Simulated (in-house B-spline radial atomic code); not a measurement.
Checks on a self-consistent run for Ga6+, [Ar] (3d3/2)2 (3d5/2)5. Level of theory: Dirac-Hartree-Fock, average of the jj configuration, Fermi nucleus of rms radius 3.9973 fm; calculated with an all-electron radial atomic-structure program (B-spline basis).

```json
{"orbital": "1s1/2", "q": "2", "ε (Eh)": "-388.35169", "<1/r>": "31.3054", "<r²>": "0.00317595", "small-component weight": "0.012553"}
{"orbital": "2s1/2", "q": "2", "ε (Eh)": "-53.80093", "<1/r>": "6.91691", "<r²>": "0.0554082", "small-component weight": "0.0024363"}
{"orbital": "2p1/2", "q": "2", "ε (Eh)": "-47.90354", "<1/r>": "6.84661", "<r²>": "0.0433591", "small-component weight": "0.0024037"}
{"orbital": "2p3/2", "q": "4", "ε (Eh)": "-46.92246", "<1/r>": "6.66998", "<r²>": "0.0449402", "small-component weight": "0.0023562"}
{"orbital": "3s1/2", "q": "2", "ε (Eh)": "-10.72892", "<1/r>": "2.24711", "<r²>": "0.459307", "small-component weight": "0.00057147"}
{"orbital": "3p1/2", "q": "2", "ε (Eh)": "-8.63649", "<1/r>": "2.12646", "<r²>": "0.485482", "small-component weight": "0.00052413"}
{"orbital": "3p3/2", "q": "4", "ε (Eh)": "-8.60376", "<1/r>": "2.09537", "<r²>": "0.496217", "small-component weight": "0.00051787"}
{"orbital": "3d3/2", "q": "2", "ε (Eh)": "-5.33429", "<1/r>": "1.85858", "<r²>": "0.552168", "small-component weight": "0.00042182"}
{"orbital": "3d5/2", "q": "5", "ε (Eh)": "-5.33275", "<1/r>": "1.85068", "<r²>": "0.555527", "small-component weight": "0.00041961"}
```

Electron-electron repulsion V_ee = 652.7431 hartree.

(1) What total energy follows from the eigenvalues?

(2) Does the Dirac virial theorem hold?

(3) What diamagnetic shielding (Lamb formula) and susceptibility (Langevin formula) do the radii give?

Results:

(1) The eigenvalues count the repulsion twice, so E = Σqε - V_ee = -1278.280 - 652.743 = -1931.023 hartree; the run printed -1931.023.

(2) For a point nucleus E = -2c²Σq·w, with w the small-component weight. Here Σq·w = 0.051414 and c = 137.0360, so the ratio E/(-2c²Σq·w) is 1.000011; the finite nucleus accounts for the departure from 1.

(3) σ = (α²/3)Σq<1/r> = 146.917/(3·137.036²) = 2607.8 ppm, and χ = -0.79199×10⁻⁶·Σq<r²> = -6.447×10⁻⁶ cm³/mol with Σq<r²> = 8.1401 bohr². Both are non-relativistic formulas without the paramagnetism of open shells.
